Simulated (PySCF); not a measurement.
CH₄N, SMILES C[NH], multiplicity 2. Atoms are numbered in the order given.

```xyz
6

C     -0.0123    -0.6266     0.0000
N      0.1530     0.8007     0.0000
H     -0.5836    -0.9660     0.8774
H      0.9570    -1.1256     0.0000
H     -0.5836    -0.9660    -0.8774
H     -0.7865     1.2129     0.0000
```
Charge 0, spin multiplicity 2.

The structure is a stationary point at B3LYP-D3(BJ)/def2-TZVP. The isomer is the one that the SMILES or the coordinates give; other isomers of the formula were not compared.

Calculation: B3LYP-D3(BJ)/def2-TZVP in PySCF 2.14.0.

Frequencies are harmonic and unscaled.

```tsv
mode	ν (cm⁻¹)	IR (km/mol)	moving atoms (share of kinetic energy)
1	256	57.8	H 88 %, N 10 %
2	949	0.2	H 82 %, C 16 %
3	1007	13.6	H 77 %, C 17 %
4	1044	15.6	N 46 %, C 32 %, H 22 %
5	1336	10.0	H 77 %, C 15 %
6	1392	11.6	H 88 %, C 10 %
7	1476	7.8	H 95 %
8	1484	3.6	H 93 %
9	2947	15.0	H 97 %
10	2978	27.3	H 91 %, C 9 %
11	3089	29.6	H 91 %, C 9 %
12	3371	7.9	H 93 %
```
